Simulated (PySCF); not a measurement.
# Electron correlation in Cr⁻ (chromium, charge -1)

[Ar] 3d5 4s2, high-spin 6S determinant. Computed with PySCF 2.14 in aug-cc-pV5Z, with the non-relativistic Hamiltonian (point nucleus). Frozen: [Ar]; 7 electrons correlated.

MP2 pair energies summed by pair of shells (mhartree):

```json
{"pair": "3d-3d", "energy": "-87.74", "share (%)": "76.0"}
{"pair": "3d-4s", "energy": "-18.75", "share (%)": "16.2"}
{"pair": "4s-4s", "energy": "-8.91", "share (%)": "7.7"}
```

Total MP2 correlation energy: -115.39 mhartree.

Same-spin part -101.63 and opposite-spin part -13.76 mhartree; SCS-MP2 scales them by 1/3 and 6/5 to -50.39 mhartree.

The Hartree-Fock reference does not bind the outermost electron (its level is positive or very diffuse), so these energies belong to a reference that the basis holds together.
